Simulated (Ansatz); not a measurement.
One change: `[CH3][Sn][Cl]` becomes `[CH3][Sn][Br]`.

Ansatz, PBE0-D4/def2-TZVP geometries, multiplicity 1. 

Elements past krypton have def2 core potentials. Scalar relativity is left out up to krypton.

```json
{"property": "LUMO energy (B3LYP/def2-TZVPP) / eV", "`[CH3][Sn][Cl]`": "-2.97"}
{"property": "HOMO energy (B3LYP/def2-TZVPP) / eV", "`[CH3][Sn][Cl]`": "-6.51"}
{"property": "HOMO–LUMO gap (ωB97M-V/def2-TZVPP) / eV", "`[CH3][Sn][Cl]`": "7.78"}
{"property": "HOMO–LUMO gap (B3LYP/def2-TZVPP) / eV", "`[CH3][Sn][Cl]`": "3.54"}
{"property": "HOMO energy (PBE/def2-TZVPP) / eV", "`[CH3][Sn][Cl]`": "-5.65"}
{"property": "LUMO energy (PBE/def2-TZVPP) / eV", "`[CH3][Sn][Cl]`": "-3.42"}
```

(1) Give the same properties after the change, and the shifts. (Estimate.)

## Answers

(1) The calculation gave: 
```csv
property,`[CH3][Sn][Br]`,shift
LUMO energy (B3LYP/def2-TZVPP) / eV,-3.03,-0.06
HOMO energy (B3LYP/def2-TZVPP) / eV,-6.49,0.02
HOMO–LUMO gap (ωB97M-V/def2-TZVPP) / eV,7.65,-0.13
HOMO–LUMO gap (B3LYP/def2-TZVPP) / eV,3.45,-0.09
HOMO energy (PBE/def2-TZVPP) / eV,-5.64,0.01
LUMO energy (PBE/def2-TZVPP) / eV,-3.48,-0.06
```

B3LYP here is the variant with VWN-RPA as its local correlation; programs differ in this.

Spin–orbit coupling is left out; it splits and shifts lone-pair levels of the heavy atoms by tenths of an eV.
